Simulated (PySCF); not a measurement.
C₂H₄F₂, SMILES FCCF. Atoms are numbered in the order given.

```xyz
8

F     -1.4521    -0.1686    -0.5464
C     -0.6900     0.3070     0.5047
C      0.6900    -0.3070     0.5047
F      1.4521     0.1686    -0.5464
H     -1.1963     0.0606     1.4671
H     -0.6078     1.4145     0.4219
H      1.1963    -0.0606     1.4671
H      0.6078    -1.4145     0.4219
```

Coordinates come from a PBE-D3(BJ)/def2-SVP optimisation. The values are those of a single conformer.

Level of theory: TDDFT-M06-2X/def2-SVPD in PySCF.

Vertical excitations.  State labels are in the subgroup C2.

Computed lowest excited states:
```
state  symmetry  energy (eV)  λ (nm)      f                                                                 main pairs
-----  --------  -----------  ------  -----  -------------------------------------------------------------------------
S1            A         9.46     131  0.007                                                             HOMO→LUMO 86 %
S2            A         9.74     127  0.041                                                           HOMO−1→LUMO 82 %
S3            B         9.89     125  0.037                                       HOMO−2→LUMO 67 %, HOMO−1→LUMO+1 17 %
S4            A        10.05     123  0.014                                           HOMO→LUMO+2 68 %, HOMO→LUMO 10 %
S5            B        10.18     122  0.026                                         HOMO→LUMO+1 66 %, HOMO→LUMO+4 13 %
S6            A        10.32     120  0.013  HOMO−1→LUMO+2 55 %, HOMO−2→LUMO+4 9 %, HOMO−1→LUMO 9 %, HOMO−1→LUMO+5 8 %
S7            B        10.40     119  0.017                   HOMO−2→LUMO+2 42 %, HOMO−2→LUMO 19 %, HOMO−1→LUMO+4 13 %
S8            B        10.73     116  0.112                        HOMO→LUMO+3 60 %, HOMO→LUMO+1 20 %, HOMO→LUMO+4 9 %
S9            B        10.98     113  0.073                                                         HOMO−1→LUMO+1 72 %
S10           B        11.12     111  0.030                                         HOMO→LUMO+4 54 %, HOMO→LUMO+3 25 %
T1            A         9.25     134      0                                           HOMO→LUMO 67 %, HOMO→LUMO+2 15 %
T2            A         9.53     130      0                   HOMO−1→LUMO 59 %, HOMO−1→LUMO+2 10 %, HOMO−2→LUMO+1 10 %
T3            B         9.60     129      0                   HOMO−2→LUMO 40 %, HOMO−2→LUMO+2 15 %, HOMO−1→LUMO+1 15 %
T4            A         9.72     128      0                         HOMO→LUMO+2 48 %, HOMO→LUMO 23 %, HOMO→LUMO+5 11 %
```
Triplets are in the Tamm–Dancoff approximation, which puts them higher than full response would, so one can lie above its singlet here.
